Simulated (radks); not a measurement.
Values are calculated unless marked as measured or tabulated.
Problem. Hf0.25+, 71.75 electrons, occupied as [Xe] 4f14 5d0.75 6s2 6p1 (fractional occupations, a model configuration). Code: a radial shooting solver on a logarithmic mesh with Libxc functionals. Model: scalar-relativistic Kohn-Sham, r2SCAN, spin-unpolarised, spherical densities, finite nucleus; meta-GGA in the generalised Kohn-Sham scheme; Fermi nuclear charge, rms radius 5.347 fm. Some entries of the table are withheld. Estimate them.

| orbital | occ. | eigenvalue (hartree) | <r^2> (bohr^2) | r(max) (bohr) |
|---|---|---|---|---|
| 1s | 2 | (1) | 0.0004953 | 0.01190 |
| 2s | 2 | -411.8824 | 0.007640 | 0.06804 |
| 2p | 6 | -361.6046 | 0.006286 | 0.05567 |
| 3s | 2 | (2) | 0.04966 | 0.1919 |
| 3p | 6 | -79.27017 | 0.05034 | 0.1896 |
| 3d | 10 | -61.37450 | 0.04189 | 0.1548 |
| 4s | 2 | -19.38066 | 0.2476 | 0.4375 |
| 4p | 6 | -14.40751 | 0.2816 | 0.4582 |
| 4d | 10 | -7.94719 | 0.3325 | 0.4713 |
| 5s | 2 | -2.74333 | 1.444 | 1.016 |
| 5p | 6 | -1.55523 | 1.998 | 1.155 |
| 4f | 14 | -0.84365 | 0.5858 | 0.4559 |
| 6s | 2 | -0.30558 | 11.99 | 2.802 |
| 5d | 0.75 | -0.25035 | 5.864 | 1.599 |
| 6p | 1 | -0.13288 | 20.56 | 3.596 |

Solution. 
(1) 1s eigenvalue (hartree): -2401.945
(2) 3s eigenvalue (hartree): -94.36411
